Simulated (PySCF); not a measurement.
Compound: 1-ethyl-1-cyclopentene, C7H12.
Bonds: C1–C2, C2–C3, C3–C4 (double), C4–C5, C5–C6, C6–C7, C3–C7. Hydrogens: H8, H9, H10 on C1; H11, H12 on C2; H13 on C4; H14, H15 on C5; H16, H17 on C6; H18, H19 on C7.

Method: PBE0-D3(BJ)/def2-SVP geometry optimisation, gas phase in PySCF 2.14.0.

(1) What internal coordinates does the optimisation give?

## Answers

(1) 
```csv
bond,length (Å),order
C1–C2,1.527,single
C2–C3,1.495,single
C3=C4,1.341,double
C4–C5,1.503,single
C5–C6,1.539,single
C6–C7,1.537,single
C3–C7,1.511,single
"C1–H8, C1–H9, C1–H10",1.101,single
"C2–H11, C2–H12",1.104,single
C4–H13,1.093,single
"C5–H14, C5–H15",1.105,single
"C6–H16, C6–H17",1.101,single
"C7–H18, C7–H19",1.105,single
```

Bonds in one row agree within 0.01 Å and their mean is given. Orders are formal, as drawn. A selection of angles:
```csv
angle,degrees
C2–C1–H8,111.0
H8–C1–H9,107.6
C1–C2–C3,113.5
C1–C2–H11,109.9
C3–C2–H11,109.2
H11–C2–H12,106.3
C2–C3–C4,127.3
C2–C3–C7,122.2
C4–C3–C7,110.5
C3–C4–C5,112.5
C3–C4–H13,124.2
C5–C4–H13,123.3
C4–C5–C6,102.8
C4–C5–H14,113.3
C4–C5–H15,110.5
C6–C5–H14,112.6
C6–C5–H15,111.8
H14–C5–H15,105.9
C5–C6–C7,105.3
C5–C6–H16,113.1
C5–C6–H17,109.1
C7–C6–H16,113.2
C7–C6–H17,109.1
H16–C6–H17,107.0
C6–C7–H18,111.9
C6–C7–H19,112.9
C3–C7–C6,103.6
C3–C7–H18,110.1
C3–C7–H19,112.5
H18–C7–H19,106.0
```

Dihedral angles: C1–C2–C3–C4 -116° (anticlinal); C2–C3–C4–C5 178° (antiperiplanar); C3–C4–C5–C6 14° (synperiplanar); C4–C5–C6–C7 -22° (synperiplanar); C5–C6–C7–C3 22° (synperiplanar); C2–C3–C7–C6 168° (antiperiplanar). The mirror-image conformer, all signs reversed, is as good.

Of the pairs four or more bonds apart, C7···H9 is among the closest relative to their van der Waals radii: 2.94 Å, 101 % of the sum of Bondi's values. The 5-membered ring C3–C4–C5–C6–C7 has internal angles of 102.8° to 112.5° (sum 535°, against 540° for a flat polygon); it is puckered, 0.10 Å rms from its mean plane, widest ring torsion 22°. The C–C distances run from 1.341 Å (C3=C4, drawn double) to 1.539 Å (C5–C6, drawn single), a spread of 0.198 Å.

Point group: C1 (no symmetry element, even within 0.4 Å). PBE0-D3(BJ)/def2-SVP frequencies: not computed here. One conformer, not necessarily the lowest.

On an x86-64 server with one thread, on a shared host, this took 33 s. That covers the optimisation of the geometry.
